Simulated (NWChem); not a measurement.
Basis-set dependence for HOSi

```
Si
O 1 1.5403
H 1 1.5360 2 118.82
```
Charge 0, spin multiplicity 2.

Program: NWChem. The geometry was optimised at UPBE0/def2-SVP, a minimum by its harmonic frequencies.

Hartree-Fock energies in Ha, correlation energies in mHa.

The correlated methods keep 6 core orbitals frozen. The structure started from a generated list of species. The unpaired electrons of the parent sit in orbitals of symmetry a' (Cs labels of the run); other states weren't searched. No SCF solution was tested for a lower state. Open-shell Hartree-Fock references start from PBE0 orbitals. No row is a measurement; the coupled-cluster row has its own basis-set and correlation limits.

```tsv
basis	functions	UHF	UMP2	SCS-UMP2	CCSD on ROHF	CCSD[T] on ROHF	CCSD(T) on ROHF	URI-MP2
3-21G	24	-362.35924	-164.0	-158.9	-198.1	-213.9	-209.7	not run
cc-pVDZ	37	-364.31557	-274.3	-267.4	-290.2	-306.2	-302.5	-274.4
cc-pVTZ	78	-364.36693	-340.8	-335.4	-352.2	-373.8	-370.7	-340.9
cc-pVQZ	144	-364.37946	-366.5	-363.0	not run	not run	not run	-366.5
```

From cc-pVTZ to cc-pVQZ the Hartree-Fock energy moves by -12.5 mHa and the UMP2 correlation energy by -25.6 mHa, which is 7 % of its value in the larger set.
